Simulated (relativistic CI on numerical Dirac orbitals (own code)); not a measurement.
# Hyperfine structure of Pd13+, mass number 105

Computed by Dirac-Coulomb-Breit CI, KLI orbitals optimised for each configuration, model QED (radiative potential, 1s self-energy scaled to tabulated hydrogen-like ionisation energies), unscaled Slater integrals (own radial code, finite nucleus).

CI space (outside the closed core [Ar] 3d10): 4s²4p³, 4s4p⁴, 4p⁵, 4s²4p²4d, 4s4p³4d, 4s²4p²4f, 4s4p³4f, 4p⁴4d, 4s4p²4d², 4s²4p²5s, 4s²4p4d4f, 4s²4p²5p, 4s²4p4d², 4s²4d³, 4s4p4d³, 4s²4d²4f, 4s4p4d²4f, 4s²4d²5s, 4p³4d², 4p²4d³, 4p²4d²4f, 4p²4d²5s. Double excitations out of closed p, d and f shells are left out; levels of such configurations are missing from the list, as are those of other unlisted configurations, and high levels can miss mixing partners. These lack a partner that the ground configuration has and come out too high: 4s²4p²5p.

Nuclear spin I = 5/2, μ = -0.642 μN, Q = 0.66 b (tables of Stone and Pyykkö). The electronic factors are computed for point nuclear moments, without core polarisation or the Bohr-Weisskopf and QED corrections.

```tsv
Level	E (eV)	A (MHz)	B (MHz)
4s²4p³ ²D°3/2	5.0203	-791.2	6120
4s²4p³ ²D°5/2	6.8732	-3324	-63.1
4s²4p³ ²P°1/2	10.1446	-9860	
4s²4p³ ²P°3/2	14.1900	-1787	-8880
4s4p⁴ ⁴P5/2	37.4157	-7823	6270
4s4p⁴ ⁴P3/2	40.8515	-5164	-6170
4s4p⁴ ⁴P1/2	41.6302	-19260	
4s4p⁴ ²D3/2	46.5936	1273	-9310
```

Levels with J = 0, under 50 % of one LS term, or S terms without an open s electron are left out. Small factors come from cancelling terms and can be off by tens of per cent or more.

At this charge energies of transitions that change n are usually good to better than 1 %, and those within a shell (Δn = 0) to a few per cent.

(1) Give the hyperfine levels of 4s²4p³ ²D°5/2 relative to its centre of gravity.

Results:

(1) With K = F(F + 1) − I(I + 1) − J(J + 1), E = AK/2 + B[¾K(K + 1) − I(I + 1)J(J + 1)]/[2I(2I − 1)J(2J − 1)]: F = 0: 29040, F = 1: 25730, F = 2: 19110, F = 3: 9158, F = 4: -4133, F = 5: -20790 MHz.

LS names give the leading component of a level, which can be under half, so a name can repeat, a term be missing and a line seem to break the LS rules.
